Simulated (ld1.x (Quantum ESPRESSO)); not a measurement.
## An all-electron radial function and its pseudo partner (tantalum (Ta))

Columns: radius, all-electron u(r) and pseudo u(r) of the 5p shell (level -39.56 eV) of tantalum in the configuration [Kr] 4d10 4f14 5s2 5p6 5d3 6s2 6p0; LDA (PZ), scalar-relativistic, TM scheme, ld1.x (Quantum ESPRESSO) 7.5.

| r (bohr) | all-electron | pseudo |
| --- | --- | --- |
| 0.138 | -0.3446 | -0.0370 |
| 0.275 | 0.2374 | -0.1414 |
| 0.413 | 0.5093 | -0.2980 |
| 0.550 | 0.1279 | -0.4802 |
| 0.688 | -0.3762 | -0.6621 |
| 0.825 | -0.7477 | -0.8143 |
| 0.963 | -0.9515 | -0.9187 |
| 1.100 | -1.0181 | -0.9642 |
| 1.238 | -0.9946 | -0.9532 |
| 1.375 | -0.9196 | -0.8969 |
| 1.513 | -0.8192 | -0.8100 |
| 1.650 | -0.7123 | -0.7096 |
| 1.788 | -0.6075 | -0.6070 |
| 1.925 | -0.5118 | -0.5118 |
| 2.062 | -0.4268 | -0.4268 |
| 2.200 | -0.3527 | -0.3527 |
| 2.338 | -0.2896 | -0.2896 |
| 2.475 | -0.2370 | -0.2370 |
| 2.613 | -0.1928 | -0.1928 |
| 2.750 | -0.1567 | -0.1567 |
| 2.888 | -0.1267 | -0.1267 |
| 3.025 | -0.1024 | -0.1024 |
| 3.162 | -0.0826 | -0.0826 |
| 3.300 | -0.0664 | -0.0664 |
| 3.438 | -0.0533 | -0.0533 |
| 3.575 | -0.0428 | -0.0428 |

Question: How many radial nodes do the two functions have?

Answer: The all-electron 5p function has n − l − 1 = 3 (the table is too coarse to show those close to the nucleus); the pseudo-wave has 0, since the states of the same l below it are removed with the core.

Question: At about which radius was the pseudo-wave matched?

Answer: 2.10 bohr. The columns agree to 0.0005 from 1.93 bohr on; several derivatives are matched, so the curves merge somewhat inside the radius.

Question: Where does each function peak?

Answer: Outermost all-electron maximum near 1.10 bohr, pseudo maximum near 1.10 bohr (to the table’s step).

Question: Is the pseudo-wave norm-conserving?

Answer: Yes: the TM scheme keeps the norm inside the radius equal to the all-electron one, which fixes the energy derivative of the logarithmic derivative at the level.
